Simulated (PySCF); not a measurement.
```xyz
13

C     -0.7584    -1.1659     0.2974
C     -0.0376    -0.0460    -0.4438
C     -0.2119     1.2976     0.2695
N      1.3634    -0.4355    -0.6429
H     -0.3368    -1.2936     1.2992
H     -1.8203    -0.9419     0.4112
H     -0.6532    -2.1098    -0.2372
H     -0.4775     0.0386    -1.4431
H      0.3005     2.0961    -0.2719
H     -1.2662     1.5728     0.3555
H      0.2075     1.2515     1.2787
H      1.8196    -0.5599     0.2559
H      1.8711     0.2959    -1.1285
```

Charge 0, multiplicity 1.

Task: Give the Mulliken and meta-Löwdin atomic charges from PBE-D3(BJ)/def2-TZVP // B3LYP-D3(BJ)/def2-TZVP run with PySCF 2.14.0.

Result: 
```json
[
 {"atom": "C1", "Mulliken (e)": "-0.35", "meta-Löwdin (e)": "-0.35"},
 {"atom": "C2", "Mulliken (e)": "0.04", "meta-Löwdin (e)": "0.04"},
 {"atom": "C3", "Mulliken (e)": "-0.34", "meta-Löwdin (e)": "-0.37"},
 {"atom": "N4", "Mulliken (e)": "-0.46", "meta-Löwdin (e)": "-0.51"},
 {"atom": "H5", "Mulliken (e)": "0.10", "meta-Löwdin (e)": "0.11"},
 {"atom": "H6", "Mulliken (e)": "0.11", "meta-Löwdin (e)": "0.11"},
 {"atom": "H7", "Mulliken (e)": "0.13", "meta-Löwdin (e)": "0.12"},
 {"atom": "H8", "Mulliken (e)": "0.08", "meta-Löwdin (e)": "0.11"},
 {"atom": "H9", "Mulliken (e)": "0.11", "meta-Löwdin (e)": "0.11"},
 {"atom": "H10", "Mulliken (e)": "0.10", "meta-Löwdin (e)": "0.11"},
 {"atom": "H11", "Mulliken (e)": "0.10", "meta-Löwdin (e)": "0.11"},
 {"atom": "H12", "Mulliken (e)": "0.20", "meta-Löwdin (e)": "0.21"},
 {"atom": "H13", "Mulliken (e)": "0.20", "meta-Löwdin (e)": "0.21"}
]
```
